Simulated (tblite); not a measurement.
Compound: C3H10F2OSi2.
Atom-mapped SMILES: `[F:1][CH2:2][CH2:3][C@H:4]([SiH3:5])[O:6][SiH2:7][F:8]` (hydrogens: H9, H10 on C2; H11, H12 on C3; H13 on C4; H14, H15, H16 on Si5; H17, H18 on Si7)

A start from a force field or distance geometry was refined with GFN2-xTB geometry optimisation, gas phase in tblite 0.8.0. Values at the start:

```tsv
coordinate	start
F1–C2	1.372 Å
C2–C3	1.482 Å
C2–H9	1.118 Å
C2–H10	1.123 Å
C3–C4	1.504 Å
C3–H11	1.113 Å
C3–H12	1.121 Å
C4–Si5	1.870 Å
C4–O6	1.397 Å
C4–H13	1.076 Å
Si5–H14	1.448 Å
O6–Si7	1.718 Å
Si7–F8	1.687 Å
Si7–H17	1.466 Å
Si7–H18	1.488 Å
F1–C2–C3	110.5°
C2–C3–C4	113.5°
C3–C4–Si5	106.0°
C3–C4–O6	114.3°
C4–O6–Si7	107.6°
Si5–C4–O6	106.6°
O6–Si7–F8	112.1°
F1–C2–C3–C4	59°
C2–C3–C4–Si5	180°
C3–C4–O6–Si7	-127°
C4–O6–Si7–F8	116°
```

Q: How do these coordinates change at the GFN2-xTB level?

A: 
```
  coordinate  GFN2-xTB (Å or °)  change
      O6–Si7              1.600  -0.118
      Si7–F8              1.616  -0.071
      C4–Si5              1.915  +0.045
     Si7–H18              1.444  -0.044
       C2–C3              1.522  +0.040
      C3–H12              1.092  -0.029
      C2–H10              1.095  -0.028
       C2–H9              1.093  -0.025
       C4–O6              1.421  +0.024
       C3–C4              1.528  +0.024
      C3–H11              1.090  -0.023
      C4–H13              1.097  +0.021
     Si5–H14              1.461  +0.013
     Si7–H17              1.454  -0.012
       F1–C2              1.377  +0.005
   C4–O6–Si7              137.7   +30.1
   C3–C4–Si5              113.6    +7.6
   Si5–C4–O6              102.9    -3.7
    C3–C4–O6              112.1    -2.2
   O6–Si7–F8              109.9    -2.2
    F1–C2–C3              110.1    -0.4
    C2–C3–C4              113.4    -0.1
C3–C4–O6–Si7                -60     +67
C4–O6–Si7–F8                 74     -42
C2–C3–C4–Si5               -164     +16
 F1–C2–C3–C4                 65      +6
```

The energy falls by 25.1 kcal/mol over 135 L-BFGS steps, the largest force on an atom goes from 3.31 to 0.008 eV/Å, and the atoms move by 0.788 Å rms after alignment. The bond that changes most is O6–Si7 (silyl ether oxygen to fluorine-bound silicon), which shortens by 0.118 Å. Bonds longer at the end by more than 0.005 Å: 8 of 17; shorter: 9. Among the dihedrals that turn most is C3–C4–O6–Si7, from -127° to -60°. Rotational constants go from 1432, 1065, 672.8 to 1331, 1055, 669.4 MHz.

On one thread of an Arm Neoverse N1, shared host, this took 1.7 s of wall time.

Its GFN2-xTB frequencies are all real (lowest 27 cm⁻¹). The numbers are those of one conformer. 3 starts were optimised and ended at 0.00, 0.08 and 0.72 kcal/mol (GFN2-xTB); the lowest of these is shown.

All values are computed, not measured.
